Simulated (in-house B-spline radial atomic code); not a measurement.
Values are calculated unless marked as measured or tabulated.
# Correlation energy from the adiabatic connection: −Z exp(−kr)/r, Z = 4.65, k = 1.2

Two electrons in a singlet, external potential −Z exp(−kr)/r, Z = 4.65, k = 1.2 (atomic units). Full CI in B-splines (partial waves to l = 8, correlation up to 0.6 % small) with the density held fixed gives W(λ) = <V_ee>_λ − U, and E_c is the integral of W(λ) − W(0) from 0 to 1.

```tsv
λ	W(λ) − W(0) (hartree)
0	0.00000
0.02	-0.00190
0.05	-0.00475
0.12	-0.01132
0.25	-0.02330
0.4	-0.03679
0.6	-0.05422
0.8	-0.07106
1	-0.08733
```

Q: Integrate the table by the trapezoid rule.

A: The strips give -0.00002, -0.00010, -0.00056, -0.00225, -0.00451, -0.00910, -0.01253, -0.01584, which sum to -0.04491 hartree. The direct value, W(1) − W(0) + T_c with T_c = 0.04238, is -0.04494; the curve is convex, so chords lie above it and the trapezoids fall short in size by 0.08 %.

Q: Now use only three numbers: W(0) = -2.5211, the initial slope W'(0) = -0.09537 (extrapolated from the first points) and the strong-coupling limit of the point-charge-plus-continuum model, W∞ = -3.5944. What do second-order theory and the interpolation W(λ) = W∞ + (W(0) − W∞)/√(1 + 2χλ) of Seidl, Perdew and Levy give?

A: Second order keeps the slope alone: E_c = W'(0)/2 = -0.04768, +6 % in size against -0.04494. Matching the slope fixes χ = W'(0)/(W∞ − W(0)) = -0.09537/(-1.07330) = 0.08886. Integrating, with s = √(1 + 2χ) = 1.085225, E_c = −(W(0) − W∞)(s − 1)/(s + 1) = −1.07330 × 0.085225/2.085225 = -0.04387 hartree, -2.4 % in size against the full result. At λ = 1 the formula gives W − W(0) = -0.08429 against -0.08733. Part of the miss can come from the model's W∞.
